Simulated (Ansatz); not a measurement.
A nudged elastic band was laid between two geometries of BClH3NO + BrH (9 atoms, charge 0, multiplicity 1).

Level of theory: RKS PBE-D4/def2-SVP (Ansatz 0.2.0).

| Item | Value |
| --- | --- |
| movable images | 9 |
| climbing image | yes |
| spring | 5.0 eV/Å² |
| optimiser | quadratic models (default) |
| start path | through a guess of the saddle point |
| force threshold | 0.05 eV/Å |
| iteration limit | 60 |
| end points | relaxed |

First end point:

```xyz
9
Properties=species:S:1:pos:R:3
B -0.172 -0.295 -0.142
O -0.546 0.204 1.097
H -1.375 -0.182 1.430
N 0.989 0.171 -0.765
H 1.577 0.888 -0.334
H 1.302 -0.165 -1.673
Cl -1.207 -1.539 -0.917
Br 1.542 2.476 2.034
H 0.473 1.498 1.813
```

Last end point:

```xyz
9
Properties=species:S:1:pos:R:3
B 0.154 0.778 -0.463
O -0.132 -0.325 2.229
H -0.986 -0.412 1.764
N 1.290 0.100 -0.892
H 1.241 -0.837 -1.292
H 2.232 0.440 -0.701
Cl -1.475 0.126 -0.777
Br 0.319 2.542 0.349
H -0.060 0.644 2.327
```

(1) Which bonds break or form, and what moves?

(2) Give the energies along the band, and the barrier.

(3) What is the geometry of the highest image?

Results:

(1) Bonds broken: B1–O2, Br8–H9. Bonds formed: B1–Br8, O2–H9. BClH3NO + BrH becomes BBrClH2N + H2O.

(2) The run converged. The highest image is number 7 of 0 to 10, 97.8 kJ/mol above the first end and 35.4 kJ/mol above the last; the last end lies 62.5 kJ/mol above the first. The profile has 2 maxima (images 5, 7) with wells between them (image 6): this band takes more than one step, which may be the mechanism or a detour left from its start path. A vibrational analysis at the climbing image gives one clearly imaginary mode, 297i cm⁻¹: a first-order saddle point. The orbitals stay closed-shell, which can raise the energy where a bond breaks towards radicals; this wasn't checked here.

```csv
image,path coordinate (Å),energy (kJ/mol),B1–O2 (Å),Br8–H9 (Å),B1–Br8 (Å)
0,0.00,0.0,1.39,1.47,3.92
1,0.74,1.0,1.39,1.47,3.88
2,1.47,3.5,1.39,1.46,3.82
3,2.21,6.3,1.39,1.46,3.69
4,2.94,14.3,1.40,1.47,3.29
5,3.68,88.1,1.49,1.72,2.60
6,4.42,83.6,1.68,2.38,2.10
7,5.15,97.8,1.65,2.34,2.10
8,6.02,87.6,1.68,2.51,2.03
9,6.88,76.3,1.93,2.59,2.01
10,7.75,62.5,2.92,2.77,1.95
```

(3) 
```xyz
9
Properties=species:S:1:pos:R:3
B 0.149 0.606 0.026
O 0.045 -0.176 1.480
H -0.875 -0.533 1.443
N 1.348 0.150 -0.620
H 1.851 -0.652 -0.240
H 1.421 0.214 -1.634
Cl -1.510 0.255 -0.753
Br 0.153 2.565 0.772
H 0.002 0.628 2.071
```

Time of the run: 3.8 min on 4 threads of Arm Neoverse V1, on a shared host, peak memory 0.18 GiB.
